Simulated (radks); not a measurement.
Values are calculated unless marked as measured or tabulated.
Question: Level of theory: non-relativistic Kohn-Sham, PBE, spin-polarised, spherical densities, point nucleus; open shells are filled with parallel spins first (spin-orbit coupling, left out, can overturn this in heavy ions) (a radial shooting solver on a logarithmic mesh with Libxc functionals). Each species is in its NIST ground configuration. Rank Au, Pt, Ta, Ir, Lu, Hf, W, Re, Os, Hg by Delta-SCF ionisation energy (eV), largest first.

Answer: Hg 8.468, Hf 8.126, Ir 7.575, Pt 7.472, Au 7.458, Os 7.162, Re 6.644, W 6.581, Lu 6.503, Ta 6.499.
